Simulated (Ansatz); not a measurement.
Consider the substitution at a C–Ge bond: `S[CH](S)[GeH3]` + H–F → `FC(S)S` + GeH₄.

Computed with Ansatz on PBE0-D4/def2-TZVP structures; ΔE is electronic, products minus reactants. CCSD(T)/CBS is the MP2 limit (def2-TZVPP, def2-QZVPP) plus CCSD(T) − MP2 in def2-TZVPP, frozen cores. This one scheme is used for every species. DFT in def2-TZVPP. For Ge outer-core shells are correlated without core-valence functions, which leaves a few kJ/mol of doubt a bond. Scalar relativity is left out up to krypton. One conformer a species, not always the lowest.

(1) Is it downhill or uphill in electronic energy at CCSD(T)/CBS, and by how much? (Best estimate.)

(2) What do these levels give: CAM-B3LYP-D4, ωB97M-V, CCSD(T)/def2-TZVPP, HF/def2-QZVPP, SCS-MP2/def2-QZVPP, HF/CBS(def2)? (An estimate is asked.)

Largest T1 diagnostic among the species: 0.012.

## Answers

(1) Computed: Uphill: ΔE = +78.6 kJ/mol.

(2) The calculation gave: CAM-B3LYP-D4 49.5, ωB97M-V 57.9, CCSD(T)/def2-TZVPP 71.4, HF/def2-QZVPP 41.9, SCS-MP2/def2-QZVPP 79.6, HF/CBS(def2) 41.8 kJ/mol.

From r2SCAN to r2SCAN0 (25 % exact exchange), in def2-TZVPP and without D4, ΔE moves by +6.8 kJ/mol. At CCSD(T), def2-SVP lies −28.4 kJ/mol from the extrapolated value and def2-TZVPP −7.2 kJ/mol. In def2-TZVPP, CCSD(T) changes the Hartree–Fock value by +29.1 kJ/mol (the triples alone add +2.6 kJ/mol) and MP2 by +46.0 kJ/mol.
